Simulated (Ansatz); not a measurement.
The cluster Sn₃. The state is a triplet with charge 0. Geometry PBE0-D4/def2-SVP; atoms count from 1.

```xyz
3

Sn   -0.787    1.439    0.039
Sn    1.076   -0.378    1.178
Sn   -0.289   -1.060   -1.218
```

In the def2 sets Sn takes a core potential; there is no spin–orbit coupling. The structure comes from a short search, and lower isomers may exist.

(1) Estimate the Mulliken populations from the PBE0/def2-TZVP orbitals of Ansatz.

(2) Where does the spin sit?

(3) And the Mayer bond orders between bonded heavy atoms (over 0.3)?

## Answers

(1) 
```csv
atom,charge (e),spin (α − β)
Sn1,0.00,0.67
Sn2,0.00,0.67
Sn3,0.00,0.67
```
Mulliken values and Mayer orders depend strongly on the basis.

(2) Summed by element: Sn 2.00, of 2 unpaired in all. Largest on single atoms: Sn1 0.67, Sn3 0.67, Sn2 0.67.

(3) Sn1–Sn2 1.22 (2.84 Å); Sn1–Sn3 1.22 (2.84 Å); Sn2–Sn3 1.22 (2.84 Å).
